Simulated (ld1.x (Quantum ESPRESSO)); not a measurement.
## Before and after: TM potential for Cl

```json
{
  "Element": "chlorine (Cl)",
  "Generator": "ld1.x (Quantum ESPRESSO) 7.5",
  "Type": "norm-conserving Troullier–Martins (Kleinman–Bylander form)",
  "Functional": "PBE",
  "Relativity": "fully relativistic",
  "Frozen core": "[Ne]",
  "Valence charge": "7",
  "Reference configuration": "3s2 3p5",
  "Partial waves": "3s (bound): rc 1.25 bohr; 3p (bound): rc 1.35 bohr",
  "Local potential": "the p channel",
  "Core correction": "Bessel-smoothed model core, default radius (core density twice the valence density)"
}
```

Open shells are filled in proportion to 2j + 1 (rel_dist='average').

All-electron outer shells of the reference configuration (PBE, scalar-relativistic, ld1.x):

| shell | level (eV) | outermost node (bohr) | outermost maximum (bohr) |
| --- | --- | --- | --- |
| 2s | -252.70 | 0.12 | 0.36 |
| 2p | -191.63 | – | 0.30 |
| 3s | -20.69 | 0.55 | 1.29 |
| 3p | -8.59 | 0.53 | 1.43 |

Change: local potential all-electron potential smoothed inside 0.95 bohr (lloc = -1).

Cutoffs: the cutoffs (Ry, on a coarse ladder) from which the occupation-weighted sum of valence levels, in a spherical-Bessel basis at the reference potential, stays within 10 and 1 mRy of its value at 400 Ry; they do not see the model core or the augmentation charge, which bear on the density cutoff. Errors are all-electron minus pseudo energies relative to the spin-unpolarised reference configuration.

**Question.** How do hardness, ghosts and transferability respond?

**Answer.** The potential gets neither clearly harder nor softer (50 Ry and 80 Ry → 45 Ry and 80 Ry); of the 7 tests that both files solve, the error grows in 5 and shrinks in 0 by more than 15 % and 0.3 meV (median size 4.1 → 6.1 meV); the range in which the s phases agree narrows (upper end at the end of the scan → 2.2); neither file shows a bound ghost.

```tsv
quantity	base	changed
cutoff, loose	50 Ry	45 Ry
cutoff, tight	80 Ry	80 Ry
bound ghosts	none	none
largest miss of a reference level, eV	0.08	0.00
error for 3s2 3p4, meV [ΔE 13.88 eV]	+4.1	+6.1
error for 3s2 3p3, meV [ΔE 39.32 eV]	+25	+38
error for 3s2 3p2, meV [ΔE 77.63 eV]	+82	+122
error for 3s2 3p1, meV [ΔE 129.87 eV]	+200	+293
error for 3s2 3p4.5, meV [ΔE 5.58 eV]	+0.8	+1.2
error for 3s1 3p6, meV [ΔE 12.15 eV]	-0.5	+0.2
error for 3s2 3p5.3, meV [ΔE -2.14 eV]	+0.1	+0.2
s: phases at 1.51 bohr within 0.05 rad from the reference energy up to (Ry; the scan ends near 5)	to the end of the scan	2.2
p1/2: phases at 1.51 bohr within 0.05 rad from the reference energy up to (Ry; the scan ends near 5)	to the end of the scan	to the end of the scan
p3/2: phases at 1.51 bohr within 0.05 rad from the reference energy up to (Ry; the scan ends near 5)	to the end of the scan	to the end of the scan
```
